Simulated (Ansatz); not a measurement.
One change: `NB(F)[CH2][GeH3]` becomes `NB(F)[O][GeH3]`.

Ansatz, PBE0-D4/def2-TZVP geometries, multiplicity 1. Each molecule was computed in one conformer, which needn't be the lowest.

Scalar relativity is left out up to krypton.

```
                                          property  `NB(F)[CH2][GeH3]`
             HOMO–LUMO gap (B3LYP/def2-TZVPP) / eV                8.10
                HOMO energy (PBE0/def2-TZVPP) / eV               -8.12
size of the dipole moment (ωB97M-V/def2-TZVPP) / D                2.22
               LUMO energy (B3LYP/def2-TZVPP) / eV                0.21
  size of the dipole moment (B3LYP/def2-TZVPP) / D                2.26
    size of the dipole moment (PBE/def2-TZVPP) / D                2.24
```

(1) Give the same properties after the change, and the shifts. (Best estimate.)

Results:

(1) The calculation gave: 
```csv
property,`NB(F)[O][GeH3]`,shift
HOMO–LUMO gap (B3LYP/def2-TZVPP) / eV,7.53,-0.57
HOMO energy (PBE0/def2-TZVPP) / eV,-7.81,0.31
size of the dipole moment (ωB97M-V/def2-TZVPP) / D,0.80,-1.42
LUMO energy (B3LYP/def2-TZVPP) / eV,-0.03,-0.24
size of the dipole moment (B3LYP/def2-TZVPP) / D,0.84,-1.42
size of the dipole moment (PBE/def2-TZVPP) / D,0.89,-1.35
```

With PBE0 the HOMO rises by 0.31 eV and the LUMO falls by 0.28 eV, so the gap narrows by about 0.59 eV. PBE moves the HOMO by 0.40 eV and ωB97M-V by 0.24 eV. Dipoles are sizes alone; their direction can turn.

B3LYP here is the variant with VWN-RPA as its local correlation; programs differ in this.
